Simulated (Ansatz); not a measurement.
# PtCl6 (charge -2): shapes and states compared

Calculated in Ansatz's Gaussian-basis code. Basis cc-pwCVTZ-PP on Pt, cc-pV(T+d)Z on Cl, scalar-relativistic core potentials (60 electrons on Pt), no spin–orbit coupling, 30 orbitals frozen in the corrections, fitted integrals; active space CAS(10,12). Restricted Hartree–Fock, then the lowest state-specific CASSCF solution met for each case. On stretched bonds single-reference methods can fail or change state. Unlike active orbitals can shift such differences by tenths of an eV, at times by over 1 eV.

Case A, triplet:

| atom | x (Å) | y (Å) | z (Å) |
| --- | --- | --- | --- |
| Pt | 0.0000 | 0.0000 | 0.0000 |
| Cl | 2.3200 | 0.0000 | 0.0000 |
| Cl | -2.3200 | 0.0000 | 0.0000 |
| Cl | 0.0000 | 2.3200 | 0.0000 |
| Cl | 0.0000 | -2.3200 | 0.0000 |
| Cl | 0.0000 | 0.0000 | 2.3200 |
| Cl | 0.0000 | 0.0000 | -2.3200 |

Case B, singlet: the shape of A.

Energy less that of case A, in eV:

```json
{"case": "B", "RHF/ROHF": "-2.941", "CASSCF": "-3.340"}
```

(1) Give the SC-NEVPT2 energies against case A.

(2) Which case is lowest, and do the methods agree?

Answers

(1) B: -3.004 eV (-69.3 kcal/mol).

(2) B is lowest in SC-NEVPT2. Of the methods shown, RHF/ROHF, CASSCF agree.
